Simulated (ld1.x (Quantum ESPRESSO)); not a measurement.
Values are calculated unless marked as measured or tabulated.
## Potentials for P compared

Generated with ld1.x 7.5 (TM, RRKJ, ultrasoft, PAW), atompaw 4.2 or ONCVPSP 4.0.1. The cutoff is in Ry: for ld1.x and atompaw files where the sum of valence levels is converged to 10 mRy in a Bessel basis, for ONCV files where the hardest occupied wave has 1 mHa per electron of residual kinetic energy. The error is the largest all-electron minus pseudo excitation energy over each file’s own four to seven test configurations (ionisations up to +4, promotions, holes and added fractions of an electron), all of which were solved. The labels leave out finer settings (local radius, basis sizes, second energies), which also bear on the numbers. Spin-polarised tests are not counted. The rows are a selection from randomly drawn settings: files with unsolved tests, undetermined cutoffs or missed reference levels are left out.

```tsv
potential	cutoff (Ry)	largest error (meV)	bound ghosts
TM, PBE, scalar-relativistic, rc 1.35/1.55/1.60 (spd), local s, core correction yes, reference 3s2 3p2.75	35	+19	none
TM, LDA (PZ), scalar-relativistic, rc 1.50/1.25 (sp), local s, core correction yes, reference 3s2 3p2.5	70	+106	none
PAW, PBEsol, non-relativistic, rc 1.70/1.35/1.75 (spd), local smoothed, core correction yes, reference 3s1.5 3p3.5	12	-33	none
ultrasoft, BLYP, scalar-relativistic, rc 1.65/2.15/2.20 (spd), local smoothed, core correction yes, reference 3s2 3p3	12	+181	none
ultrasoft, PBEsol, non-relativistic, rc 1.75/1.75 (sp), local smoothed, core correction yes, reference 3s2 3p2	12	+44	none
```

**Question.** Fill in the row for P: ultrasoft, PBE, non-relativistic, rc 1.96/1.90 (sp), local smoothed, core correction no, reference 3s1.5 3p3.5.

**Answer.** cutoff 15 Ry, largest error +205 meV, bound ghosts: none.
